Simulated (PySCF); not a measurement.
**How methods differ on the interval between two levels of Nb(2+)**

Nb(2+) [Kr] 4d3 [4F9/2, M_J = 9/2] → Nb(2+) [Kr] 4d2 5s1 [4F9/2, M_J = 9/2], as a difference of total energies. Calculation: PySCF 2.14, in x2c-TZVPall-2c (8s9p7d1f, 77 functions); the two-component X2C-1e Hamiltonian. Correlated levels: [Ar] 3d10 frozen; the 6 highest virtual spinors dropped. "Screened" scales the spin-orbit matrix elements by Boettger's factors to mimic the two-electron term; Breit and QED terms are absent.

```csv
method,interval between two levels (cm⁻¹)
GHF (spin-free),25486
GMP2 (spin-free),23816
GHF (screened spin-orbit),25593
GMP2 (screened spin-orbit),23940
```

The labels give the starting determinants; with spin-orbit coupling the two ends relaxed to ⟨J²⟩ = 24.76, ⟨L²⟩ = 12.06, ⟨S²⟩ = 3.74 and ⟨J²⟩ = 24.76, ⟨L²⟩ = 12.02, ⟨S²⟩ = 3.76.
